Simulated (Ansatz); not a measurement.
Relaxation of CH$_{3}$F$_{3}$OSi (9 atoms, charge 0, multiplicity 1), to a largest force component of 0.02 eV/Å in at most 40 steps.

Computed with RKS PBE-D4/6-31G (Ansatz).

```xyz
9
Properties=species:S:1:pos:R:3
Si 0.000 0.000 0.000
O 0.000 0.000 1.680
C -1.111 -0.344 2.494
H -1.814 -0.978 1.914
H -0.758 -0.904 3.386
H -1.631 0.581 2.821
F 1.499 0.000 -0.529
F -0.749 1.297 -0.529
F -0.749 -1.297 -0.529
```

Where does it end, and by what steps?

It converged. The force dipped under the threshold on the way, but the program's further checks kept it going. Limits of this set-up: no polarisation functions. After 13 steps the energy has fallen by 0.480 eV; H4 moved furthest, 0.48 Å.

| step | energy less start (eV) | largest force component (eV/Å) | accepted |
| --- | --- | --- | --- |
| 0 | 0.0000 | 3.382 | yes |
| 1 | -0.3171 | 1.970 | yes |
| 2 | -0.4683 | 0.236 | yes |
| 3 | -0.4640 | 0.701 | no |
| 4 | -0.4733 | 0.053 | yes |
| 5 | -0.4760 | 0.091 | yes |
| 6 | -0.4755 | 0.191 | no |
| 7 | -0.4750 | 0.176 | no |
| 8 | -0.4771 | 0.019 | yes |
| 9 | -0.4785 | 0.052 | yes |
| 10 | -0.4789 | 0.055 | yes |
| 11 | -0.4793 | 0.034 | yes |
| 12 | -0.4795 | 0.009 | yes |
| 13 | -0.4796 | 0.007 | yes |

```xyz
9
Properties=species:S:1:pos:R:3
Si -0.010 0.065 0.013
O 0.013 0.012 1.698
C -1.127 -0.412 2.530
H -1.583 -1.332 2.132
H -0.712 -0.598 3.528
H -1.878 0.393 2.583
F 1.543 -0.181 -0.556
F -0.534 1.532 -0.612
F -1.026 -1.122 -0.609
```

Whether the end is a true minimum wasn't checked by a vibrational analysis.

Run time: 51 s on 1 thread of AMD EPYC 7R43 64-Core Processor (Zen 3), on a shared host, peak memory 0.16 GiB.
